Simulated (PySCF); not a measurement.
Several molecules and their computed UV-vis stick spectra, shuffled. The calculation used PySCF, TDDFT PBE0/def2-SVPD, vertical, gas phase, core orbitals frozen in the response. Geometries: GFN2-xTB; one conformer of each isolated species. Triplets are in the Tamm–Dancoff approximation.

A. `O=CO[SiH3]`
B. `C[C@@H]1CC=C[S@@]1=O`
C. `C(CCPC)#N`

Lowest singlet levels (six at most, fewer where fewer were computed) with oscillator strengths:

1. 6.24 eV (f 0.051); 6.36 eV (f 0.083); 7.29 eV (f 0.044); 7.35 eV (f 0.017); 7.52 eV (f 0.067); 7.67 eV (f 0.047); T1 5.24 eV
2. 5.85 eV (f 0.001); 7.37 eV (f 0.017); 7.92 eV (f 0.003); 8.03 eV (f 0.002); 8.18 eV (f 0.046); 8.20 eV (f 0.091); T1 5.26 eV
3. 4.46 eV (f 0.001); 5.56 eV (f 0.004); 5.74 eV (f 0.030); 6.12 eV (f 0.033); 6.65 eV (f 0.010); 6.66 eV (f 0.126); T1 4.16 eV

**Question.** Match each spectrum to its molecule.

**Answer.** 1 = C, 2 = A, 3 = B.
- A: S1 at 5.85 eV, HOMO→LUMO (99%); S1 has the pattern of n→π* at C=O; HOMO -8.56 and LUMO -0.30 eV; point group Cs.
- B: S1 at 4.46 eV, HOMO→LUMO (99%); Löwdin shares by element: HOMO oxygen 51%, sulfur 31%, carbon 11% or more; LUMO carbon 64% or more, sulfur 15% (atoms not listed hold the other 21%); HOMO -6.65 and LUMO -0.75 eV.
- C: S1 at 6.24 eV, HOMO→LUMO (96%); Löwdin shares by element: HOMO phosphorus 63%, carbon 22% or more, hydrogen 7% or more; LUMO phosphorus 24%, carbon 24% or more, hydrogen 10% or more (atoms not listed hold the other 42%); HOMO -7.32 and LUMO 0.02 eV.
